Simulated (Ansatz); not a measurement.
`Cl[CH2][ZnH]`, one more setting.

```yaml
crystal:
  periodic: [false, false, false]
  atoms:
    - {symbol: Cl, position_ang: [0.988098, -1.687288, -0.303552]}
    - {symbol: C, position_ang: [-0.199732, -0.355131, -0.572066]}
    - {symbol: Zn, position_ang: [0.083530, 0.897521, 0.902367]}
    - {symbol: H, position_ang: [0.007401, 0.052272, -1.561083]}
    - {symbol: H, position_ang: [-1.186274, -0.817003, -0.593272]}
    - {symbol: H, position_ang: [0.349178, 1.845629, 2.081506]}
basis:
  gaussian: {orbitals: 6-31G}
hamiltonian: {xc: {name: r2SCAN0}}
```

```sh
$ ansatz run in.yaml --threads 2 --pin off --events-out ev --progress --plain --max-ram 4352MiB
```

Shortened log:

```
Functional definition: r2SCAN0
651 factors; integrals over basis functions are off by at most 3.2e-4 eV
mean field evaluation 1: about -62012.0434 eV, gradient 3.3e1 eV
mean field evaluation 2: about -62011.2257 eV, gradient 4.1e1 eV
mean field evaluation 4: about -62014.1978 eV, gradient 9.0e-1 eV
mean field evaluation 8: about -62014.3357 eV, gradient 1.6e-1 eV
mean field -62014.33582088 eV, -2278.9848065908 hartree, gradient 2.1e-5 eV, S^2 0.000000; 0 other end points of the search recorded, 0 dependent functions left out
reference -62014.33583093 eV, -2278.9848069602 hartree; 28, 28 occupied and 29, 29 virtual orbitals, 651 factors
Total energy: -62014.33583093 eV, -2278.9848069602 hartree
```

Hardware: 2 threads of an Arm Neoverse V2 on a shared host. Wall time 1.8 s, peak host memory 0.36 GiB.
